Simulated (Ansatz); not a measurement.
`CCNC` + `C[SiH](N)O` → `CO[SiH](C)N` + `CNC`  (substitution at a C–C bond)

Program: Ansatz. Geometries: PBE0-D4/def2-TZVP. ΔE: electronic, gas phase. CCSD(T)/CBS adds triple-zeta CCSD(T) − MP2 to the extrapolated MP2 energy (def2 sets, frozen cores). DFT in def2-TZVPP. One conformer a species, not always the lowest.

```
          level  ΔE (kcal/mol)
         B2PLYP           14.3
           PBE0           15.0
  HF/def2-TZVPP           13.0
CCSD/def2-TZVPP           14.9
```

Task: What does CCSD(T)/CBS give? (Best estimate.)

Result: Ansatz gave: +15.5 kcal/mol. The listed levels differ from it by -1.2, -0.5, -2.5, -0.6 kcal/mol.

Largest T1 diagnostic among the species: 0.010.

In def2-TZVPP, CCSD(T) changes the Hartree–Fock value by +2.0 kcal/mol (the triples alone add +0.1 kcal/mol) and MP2 by +3.1 kcal/mol.
